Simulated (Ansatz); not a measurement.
Li4F4⁺. Charge 1, multiplicity 2. Geometry PBE-D4/def2-SVP, that of the neutral singlet; atoms count from 1.

| atom | x (Å) | y (Å) | z (Å) |
| --- | --- | --- | --- |
| Li1 | 1.477 | -1.264 | 0.909 |
| Li2 | 1.180 | 0.090 | -1.793 |
| Li3 | -1.177 | -0.086 | 1.795 |
| Li4 | -1.479 | 1.260 | -0.910 |
| F5 | 1.970 | -0.873 | -0.656 |
| F6 | -0.222 | 1.004 | -2.005 |
| F7 | -1.973 | 0.870 | 0.655 |
| F8 | 0.224 | -1.000 | 2.007 |

The structure comes from a short search, and lower isomers may exist.

(1) Estimate the Mulliken populations from the PBE0/def2-TZVP orbitals of Ansatz.

(2) Where does the spin sit?

Answers

(1) 
| atom | charge (e) | spin (α − β) |
| --- | --- | --- |
| Li1 | 0.83 | -0.01 |
| Li2 | 0.84 | -0.01 |
| Li3 | 0.84 | -0.01 |
| Li4 | 0.83 | -0.01 |
| F5 | -0.59 | 0.26 |
| F6 | -0.58 | 0.26 |
| F7 | -0.58 | 0.26 |
| F8 | -0.58 | 0.26 |
Mulliken values and Mayer orders depend strongly on the basis.

(2) Summed by element: Li -0.05, F 1.05, of 1 unpaired in all. Largest on single atoms: F6 0.26, F7 0.26, F8 0.26.
